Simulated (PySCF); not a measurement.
Ranking problems on computed properties.

Each SMILES stands for a single optimised conformer of the isolated species, non-relativistic unless stated. Electronic properties by PySCF.

The conformers computed, where there is a choice (atom-mapped SMILES and torsion angles):
- `[CH3:1][CH2:2][CH2:3][S:4](=[O:5])(=[O:6])[OH:7]`: C1–C2–C3–S4 72°, C2–C3–S4–O5 -82°, H–O7–S4–C3 -133°
- `[CH2:1]=[CH:2][CH2:3][CH2:4][S:5](=[O:6])(=[O:7])[Cl:8]`: C1–C2–C3–C4 3°, C2–C3–C4–S5 -65°, C3–C4–S5–O6 125°
- `[CH2:1]=[CH:2][C@@H:3]([CH2:4][CH3:5])[C:6](=[O:7])[Cl:8]`: C1–C2–C3–C4 123°, C2–C3–C4–C5 -175°, C2–C3–C6–O7 114°
- `[F:1]/[CH:2]=[CH:3]\[O:4][SiH2:5][CH2:6][O:7][SiH3:8]`: C2–C3–O4–Si5 1°, C3–O4–Si5–C6 180°, O4–Si5–C6–O7 172°, Si5–C6–O7–Si8 61°
- `[BH2:1][NH:2][BH:3][C:4]#[CH:5]`: B1–N2–B3–C4 180°
- `[F:1][CH2:2][O:3]/[C:4]=[CH:5]\[Cl:6]`: F1–C2–O3–C4 75°, C2–O3–C4–C5 77°

Problem. Rank by lowest triplet excitation (Tamm–Dancoff), lowest first (TDA wB97X-D/def2-SVPD at GFN2-xTB geometries).
A. `C=CCCS(=O)(=O)Cl`
B. `F/C=C\O[SiH2]CO[SiH3]`
C. `C=C[C@@H](CC)C(=O)Cl`
D. `CCCS(=O)(=O)O`

Solution. C (4.41 eV), B (4.53 eV), A (4.65 eV), D (7.84 eV).

Problem. By how much do the two ends of that ranking differ?

Solution. By 3.43 eV, between `CCCS(=O)(=O)O` and `C=C[C@@H](CC)C(=O)Cl`.

Problem. Rank by static isotropic polarisability, lowest first (wB97X-D/def2-SVPD at GFN2-xTB geometries).
A. `C=CCCS(=O)(=O)Cl`
B. `C=C[C@@H](CC)C(=O)Cl`
C. `CCCS(=O)(=O)O`
D. `F/C=C\O[SiH2]CO[SiH3]`

Solution. C (66.1 au), A (86.6 au), B (88.5 au), D (94.0 au).

Problem. Rank by electronic spatial extent ⟨r²⟩ about the centre of nuclear charge, highest first (wB97X-D/def2-SVPD at GFN2-xTB geometries).
A. `F/C=C\O[SiH2]CO[SiH3]`
B. `C=CCCS(=O)(=O)Cl`
C. `C=C[C@@H](CC)C(=O)Cl`
D. `CCCS(=O)(=O)O`

Solution. A (2134 bohr²), B (1306 bohr²), C (1237 bohr²), D (889 bohr²).

Problem. By how much do the two ends of that ranking differ?

Solution. By 1245 bohr², between `F/C=C\O[SiH2]CO[SiH3]` and `CCCS(=O)(=O)O`.

Problem. Rank by lowest singlet excitation, highest first (TDDFT wB97X-D/def2-SVPD at GFN2-xTB geometries).
A. `CCCS(=O)(=O)O`
B. `F/C=C\O[SiH2]CO[SiH3]`
C. `C=C[C@@H](CC)C(=O)Cl`
D. `C=CCCS(=O)(=O)Cl`

Solution. A (8.22 eV), B (6.20 eV), D (5.95 eV), C (5.03 eV).

Problem. Give the two extremes of that set as wavelengths.

Solution. `C=C[C@@H](CC)C(=O)Cl`: 247 nm; `CCCS(=O)(=O)O`: 151 nm.

Problem. Rank by dipole moment, highest first (wB97X-D/def2-SVPD at GFN2-xTB geometries).
A. `CCCS(=O)(=O)O`
B. `F/C=C\O[SiH2]CO[SiH3]`
C. `C=CCCS(=O)(=O)Cl`
D. `C=C[C@@H](CC)C(=O)Cl`

Solution. C (4.29 D), A (3.42 D), D (3.08 D), B (1.78 D).

Problem. Give the two extremes of that set in atomic units.

Solution. `F/C=C\O[SiH2]CO[SiH3]`: 0.70 au; `C=CCCS(=O)(=O)Cl`: 1.69 au.

Problem. Rank by smallest rotational constant, lowest first (PBE0-D3(BJ)/def2-SVP).
A. `C=C([S-])Br`
B. `N(B)BC#C`
C. `CC(Cl)Cl`
D. `O=S(F)F`
E. `[NH2][Cu][NH2]` [radical]
F. `FCO/[C]=C\Cl` [radical]

Solution. F (1.310 GHz), A (1.537 GHz), B (2.143 GHz), C (2.263 GHz), E (4.428 GHz), D (4.779 GHz).

Problem. Give the two extremes of that set in cm⁻¹.

Solution. `FCO/[C]=C\Cl` [doublet state]: 0.0437 cm⁻¹; `O=S(F)F`: 0.1594 cm⁻¹.
